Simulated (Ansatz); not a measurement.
`C[N]=[W](=[O])([Cl])[Cl]` + H–F → `C[N]=[W](=[O])([F])[Cl]` + HCl at 400 K and 1 bar (ligand exchange at a W–Cl bond).

Calculated with Ansatz (gas phase, PBE0-D4/def2-TZVP geometries, no zero-point term in ΔE). CCSD(T)/CBS is the MP2 limit (def2-TZVPP, def2-QZVPP) plus CCSD(T) − MP2 in def2-TZVPP, frozen cores. This one scheme is used for every species. def2 core potentials past Kr. For W outer-core shells are correlated without core-valence functions, which leaves a few kJ/mol of doubt a bond.

```csv
species,CCSD(T)/CBS energy (Eh),H − E (kJ/mol),S (J/(mol·K))
`C[N]=[W](=[O])([Cl])[Cl]`,-1156.43167,163.9,434.1
H–F,-100.39570,36.5,182.2
`C[N]=[W](=[O])([F])[Cl]`,-796.44010,165.1,421.3
HCl,-460.38127,29.6,195.4
```

H − E and S are ideal-gas, rigid-rotor, harmonic terms from PBE0-D4/def2-TZVP, for one conformer and one mirror image of each species. 1 Eh = 2625.50 kJ/mol, R = 8.31446 J/(mol·K).

Task: By hand: ΔE, ΔH, ΔS and ΔG.

Result: ΔE = (-796.44010) + (-460.38127) − (-1156.43167) − (-100.39570) = 0.00600 Eh = 15.8 kJ/mol. Δ(H − E) = 165.1 + 29.6 − 163.9 − 36.5 = -5.7, so ΔH = 10.1 kJ/mol. ΔS = 421.3 + 195.4 − 434.1 − 182.2 = 0.4 J/(mol·K). ΔG = 10.1 − 400 × (0.4)/1000 = 9.9 kJ/mol.

Task: By hand: the equilibrium constant, and the temperature at which ΔG would vanish if ΔH and ΔS stayed fixed.

Result: log₁₀ K = −ΔG/(RT ln 10) = -1.3. ΔG = 0 at ΔH/ΔS = 25250 K, far beyond where these terms or the molecules hold.

The number of gas molecules stays the same, so ΔS is small and ΔH decides. A doubt of 5 kJ/mol in ΔE shifts log₁₀ K by 0.7 here. Other conformers and mirror images would add mixing entropy, several J/(mol·K) or more a flexible species. These are equilibria of isolated gas molecules and say nothing of rates. Largest T1 diagnostic: 0.020 (customary marks: 0.02 for closed shells, 0.045 for open ones).
